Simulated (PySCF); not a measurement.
Can point charges reproduce the dipole moment of `C(Cl)(Cl)(Cl)C(=C=O)C=O`?

Coordinates (GFN2-xTB, Å) and charges (e) from the PBE0/pcSseg-1 density (PySCF):

| atom | x | y | z | Mulliken | IAO | Hirshfeld | ESP-fitted |
| --- | --- | --- | --- | --- | --- | --- | --- |
| O1 | 0.402 | 2.735 | -0.353 | -0.1914 | -0.2009 | -0.0789 | -0.2382 |
| C2 | 0.266 | 1.606 | -0.207 | +0.5568 | +0.5191 | +0.2359 | +0.5644 |
| C3 | 0.205 | 0.303 | -0.025 | -0.3586 | -0.2804 | -0.1082 | -0.1134 |
| C4 | 1.430 | -0.470 | 0.264 | +0.4300 | +0.2646 | +0.1087 | +0.3725 |
| O5 | 2.542 | -0.037 | 0.356 | -0.3428 | -0.3929 | -0.2288 | -0.4102 |
| C6 | -1.098 | -0.422 | -0.093 | -0.3868 | +0.0385 | +0.0970 | -0.6183 |
| Cl7 | -2.402 | 0.707 | -0.539 | +0.0582 | -0.0173 | -0.0128 | +0.1377 |
| Cl8 | -1.036 | -1.727 | -1.306 | +0.0737 | -0.0225 | -0.0204 | +0.1201 |
| Cl9 | -1.495 | -1.152 | 1.490 | +0.0720 | -0.0286 | -0.0286 | +0.1134 |
| H10 | 1.195 | -1.540 | 0.391 | +0.0889 | +0.1205 | +0.0360 | +0.0721 |

What dipole does each set of charges give (1 e·Å = 4.803 D), and what does the density give?

The full density gives (-1.65, -0.14, -0.24) D, 1.67 D in size; dipole vectors point from the negative to the positive end.

```
    scheme     μx     μy     μz  size (D)  share of the full size (%)  angle to the full dipole (°)
  Mulliken  -0.25  -0.33   0.02      0.42                          25                            50
       IAO  -1.97  -0.25  -0.29      2.01                         121                             3
 Hirshfeld  -1.85   0.24  -0.36      1.90                         114                            12
ESP-fitted  -1.63  -0.14  -0.26      1.65                          99                             1
```

Which set comes closest?

Length of the difference vector: ESP-fitted 0.03 D, IAO 0.35 D, Hirshfeld 0.45 D, Mulliken 1.44 D. Closest: ESP-fitted. ESP charges are fitted to the potential around the molecule, whose slowest-falling term is the dipole's. The schemes that divide the density aren't constrained to reproduce the dipole.

What is left for the Hirshfeld atoms' own dipoles?

The Hirshfeld atoms' densities add up to the full density, so μ = Σ q r + Σ (atomic dipoles). The atomic dipoles sum to (-1.65, -0.14, -0.24) − (-1.85, 0.24, -0.36) = (0.20, -0.38, 0.12) D, 0.45 D in size.

With the origin at the mean of the coordinates, (0.001, 0.000, -0.002) Å, which are the largest single terms, by size, of the ESP-fitted dipole along the direction of the full one?

O5 +5.03, C6 -3.36, C4 -2.52, Cl7 +1.58, C2 -0.98 D; all 10 atoms together +1.65 D. The single terms depend on the origin, their sum doesn't.

Give the size of the full dipole in other units.

1.67 D = 0.657 au = 0.347 e·Å = 5.57 × 10⁻³⁰ C·m.

Geometry: GFN2-xTB, one conformer, isolated molecule.

Conformer computed: `[O:1]=[C:2]=[C:3]([CH:4]=[O:5])[C:6]([Cl:7])([Cl:8])[Cl:9]`: C2–C3–C4–O5 0°, C2–C3–C6–Cl7 4°.
